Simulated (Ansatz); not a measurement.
Cost and result for the atomization energy of FH2NSn (`[NH2][Sn][F]`) (5 atoms, 4 bonds).

Cartesian coordinates in Å:
```
N 0.5955 0.2892 0.2612
Sn -0.5838 0.0869 -1.3456
F -1.8382 -1.0422 -0.3660
H 1.4529 0.8173 0.3079
H 0.3736 -0.1512 1.1425
```

Total charge 0; spin multiplicity 1. Correlated methods include outer-core shells of Sn, which these sets cover unevenly. Sn takes the def2 core potential. The structure was optimised at the PBE0-D4/def2-TZVP level. It is one conformer, not always the lowest. Program: Ansatz. All runs use 2 threads of a server CPU on a shared host. Times are those of one run each, without the atoms' runs, and a repeat can differ threefold. Electronic energies, without spin–orbit coupling; frozen cores. CCSD(T)/CBS adds CCSD(T) − MP2 in def2-TZVPP to the MP2 limit, and its time is that of the two runs behind it. T1 = 0.017. With those shells the extrapolation isn't a true limit. HSE06 is the plane-wave form, built on full-range PBE exchange.

CCSD(T)/CBS is a level of theory with its own doubt, some kJ/mol a heavy atom from the limit and from the frozen cores, so smaller differences don't rank the functionals.

```tsv
level	functions	wall time	atomization (kcal/mol)	difference from CCSD(T)/CBS	per bond
LDA (SPW92)/def2-TZVPP	140	0.5 s	450.9	63.2	15.8
revPBE-D4/def2-TZVPP	140	0.7 s	382.7	-5.0	-1.3
BLYP-D4/def2-TZVPP	140	0.7 s	393.6	5.9	1.5
PBE-D4/def2-TZVPP (with forces)	140	0.9 s	396.0	8.3	2.1
PBE0-D4/def2-TZVPP	140	0.9 s	378.0	-9.7	-2.4
CCSD(T)/def2-SVP	64	1 s	340.8	-46.9	-11.7
HSE06-D4/def2-TZVPP	140	1.1 s	378.0	-9.7	-2.4
B2PLYP/def2-TZVPP	140	1.8 s	380.3	-7.4	-1.9
BHLYP-D4/def2-TZVPP	140	3 s	363.3	-24.4	-6.1
ωB97M-V/def2-TZVPP (with forces)	140	3.1 s	383.5	-4.2	-1.1
MP2/def2-QZVPP	256	3.8 s	389.4	1.7	0.4
CCSD(T)/def2-TZVPP	140	12 s	369.0	-18.7	-4.7
CCSD(T)/CBS(def2)	–	15 s	387.7	0.0	0.0
```

In def2-TZVPP, CCSD(T) changes the Hartree–Fock value by +130.0 kcal/mol (the triples alone add +8.8 kcal/mol) and MP2 by +138.9 kcal/mol; breaking electron pairs costs correlation energy, which Hartree–Fock lacks. From PBE to PBE0 (25 % exact exchange), in def2-TZVPP and without D4, the atomization energy moves by −17.7 kcal/mol: exact exchange takes away binding that semilocal exchange gives to molecules. At CCSD(T), def2-SVP lies −46.9 kcal/mol from the extrapolated value and def2-TZVPP −18.8 kcal/mol: correlation converges slowly with the basis, and small sets miss more of it in the bonded molecule than in its fragments.

Spin–orbit coupling would lower the free Sn atoms strongly, and the atomization energy with them, by more than many differences here. For some Ge, Se and Sn compounds the MP2-based and the directly extrapolated limit differ by 10 to 25 kJ/mol.
